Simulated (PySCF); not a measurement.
# Correlation energy of Ge²⁺ (germanium, charge +2)

[Ar] 3d10 4s2, closed-shell 1S. Computed with PySCF 2.14 in x2c-TZVPall (6s5p4d1f, 48 functions), with scalar relativity by spin-free X2C-1e. Frozen: [Ar] 3d10; 2 electrons correlated.

Total MP2 correlation energy: -27.88 mhartree.

Same-spin part 0.00 and opposite-spin part -27.88 mhartree; SCS-MP2 scales them by 1/3 and 6/5 to -33.46 mhartree.

With two correlated electrons CCSD is exact within the correlated space (frozen core and kept virtual orbitals).

| level | correlation energy (mhartree) |
| --- | --- |
| CCSD | -38.52 |

Diagnostics: T1 = 0.0036, D1 = 0.0050, largest double amplitude 0.100.

Cost of the coupled-cluster step: 0.12 s of wall time on 1 thread of Neoverse-V2 (shared host), for 2 correlated electrons.

Iterations:

```
CC2 = 0
CCSD nocc = 1, nmo = 34
frozen orbitals [0, 1, 2, 3, 4, 5, 6, 7, 8, 9, 10, 11, 12, 13]
max_cycle = 100
direct = 0
conv_tol = 1e-08
conv_tol_normt = 1e-06
diis_space = 8
diis_start_cycle = 0
Init t2, MP2 energy = -2096.24507284576  E_corr(MP2) -0.0278815513164939
Init E_corr(CCSD) = -0.0278815513166309
cycle = 1  E_corr(CCSD) = -0.0344452741818398  dE = -0.00656372287  norm(t1,t2) = 0.0398211
cycle = 2  E_corr(CCSD) = -0.036833581422026  dE = -0.00238830724  norm(t1,t2) = 0.0165786
cycle = 3  E_corr(CCSD) = -0.0385296944043943  dE = -0.00169611298  norm(t1,t2) = 0.00712419
cycle = 4  E_corr(CCSD) = -0.0385154221378879  dE = 1.42722665e-05  norm(t1,t2) = 0.000208976
cycle = 5  E_corr(CCSD) = -0.0385182576616726  dE = -2.83552378e-06  norm(t1,t2) = 1.44386e-05
cycle = 6  E_corr(CCSD) = -0.0385172559962909  dE = 1.00166538e-06  norm(t1,t2) = 3.10418e-06
cycle = 7  E_corr(CCSD) = -0.0385174653239943  dE = -2.09327703e-07  norm(t1,t2) = 8.28587e-07
cycle = 8  E_corr(CCSD) = -0.0385174647832776  dE = 5.40716742e-10  norm(t1,t2) = 3.49133e-08
CCSD converged
E(CCSD) = -2096.255708759228  E_corr = -0.0385174647832776
```
